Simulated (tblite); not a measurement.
C₅H₉FO₃Si.
Atom-mapped SMILES: `[O:1]=[C:2]([OH:3])/[CH:4]=[C:5](/[CH2:6][CH2:7][F:8])[SiH2:9][OH:10]` (hydrogens: H11 on O3; H12 on C4; H13, H14 on C6; H15, H16 on C7; H17, H18 on Si9; H19 on O10)

Geometry (GFN2-xTB, Å), atoms numbered from 1 in this order:
```xyz
19
C5H9FO3Si angstrom
O      2.3838    0.4232   -0.8554
C      2.1634   -0.5686   -0.1913
O      3.0869   -1.5298   -0.0400
C      0.9230   -0.8572    0.5105
C     -0.1091   -0.0064    0.4980
C     -1.3791   -0.3919    1.1909
C     -2.3999   -0.9173    0.1834
F     -2.8296    0.0814   -0.6529
Si    -0.0901    1.6655   -0.4351
O      1.0687    2.6824    0.0609
H      3.8937   -1.2988   -0.5262
H      0.9055   -1.8031    1.0380
H     -1.8080    0.4755    1.6941
H     -1.2039   -1.1833    1.9232
H     -1.9636   -1.6945   -0.4527
H     -3.2912   -1.3008    0.6917
H     -1.2602    2.4032    0.0218
H     -0.0747    1.3604   -1.8605
H      1.9746    2.4694   -0.1578
```

Computed values, GFN2-xTB/tblite, gas phase, harmonic and unscaled. The method is semi-empirical: single wavenumbers can be off by several per cent or more. Modes of hydrogen on silicon can be 10 to 20 % off. One conformer, not necessarily the lowest.

Harmonic wavenumbers (cm⁻¹): 33.7, 62.2, 79.1, 87.0, 120.5, 146.6, 181.0, 217.5, 255.3, 313.5, 393.8, 418.8, 459.4, 524.0, 562.9, 601.5, 609.2, 641.8, 655.2, 704.6, 755.3, 768.6, 860.6, 867.0, 880.3, 915.9, 932.1, 978.7, 1051.7, 1071.8, 1106.0, 1153.3, 1172.5, 1216.9, 1243.2, 1300.7, 1323.1, 1326.7, 1444.0, 1459.4, 1641.7, 1725.5, 2299.0, 2325.1, 2938.6, 2948.1, 2971.7, 2998.1, 3040.6, 3452.1, 3630.4.

A = 1524, B = 765.3, C = 569.5 MHz; mass 164.030 u (most abundant isotopes); point group C1, symmetry number 1.

Q: What is the zero-point energy?

A: Half the sum of the wavenumbers: 29433 cm⁻¹ = 84.15 kcal/mol.

Q: Entropy at 298.15 K, 1 bar (ideal gas, RRHO, classical rotation)?

A: Translation 41.22, rotation 30.56, vibration 38.27: S = 110.0 cal/(mol K).

Q: And Cp and H(298.15 K) − H(0)?

A: Cp = 44.85 cal/(mol K), of which vibrations give 36.90 (their classical limit is 51 R = 101.3); H(298.15 K) − H(0) = 8.15 kcal/mol without the zero-point energy, 5.78 from vibrations.

Q: Which modes carry the vibrational entropy at 298.15 K?

A: 33.7 cm⁻¹: 5.60; 62.2 cm⁻¹: 4.39; 79.1 cm⁻¹: 3.91; 87.0 cm⁻¹: 3.73; 120.5 cm⁻¹: 3.09; 146.6 cm⁻¹: 2.72 cal/(mol K); the other 45 give 14.84 together.

Q: Blend soft modes into free rotors: weight 1/[1 + (100 cm⁻¹/ν̃)⁴] for the oscillator and the rest for a rotor with moment μB/(μ + B), μ = h/(8π²ν), B = 10⁻⁴⁴ kg m². What vibrational entropy results?

A: 34.48 cal/(mol K) in place of 38.27, which changes −T·S at 298.15 K by +1.13 kcal/mol.

Q: What must be added to the electronic energy to get the Gibbs energy at 298.15 K and 1 bar?

A: ZPE + [H(298.15 K) − H(0)] − T·S = 84.15 + 8.15 − 32.81 = 59.49 kcal/mol.

Q: How do the functions run with temperature in this model?

A: 
```csv
T (K),S (cal/(mol K)),Cp (cal/(mol K)),H − H(0) (kcal/mol),G − H(0) (kcal/mol),ln q(vib)
100,75.7,22.2,1.52,-6.05,2.70
200,94.5,33.5,4.30,-14.61,6.23
300,110.3,45.1,8.24,-24.86,9.56
500,138.0,63.5,19.21,-49.77,15.90
800,171.7,79.6,40.92,-96.42,24.58
1000,190.2,86.3,57.56,-132.66,29.79
```

q(vib) and H(0) count from the zero-point level.

Hindered rotation and anharmonicity are outside this model. Other conformers, if any are populated, would add a mixing term that is left out. The structure is chiral; the term R ln 2 for an equal mix with its mirror image is left out.
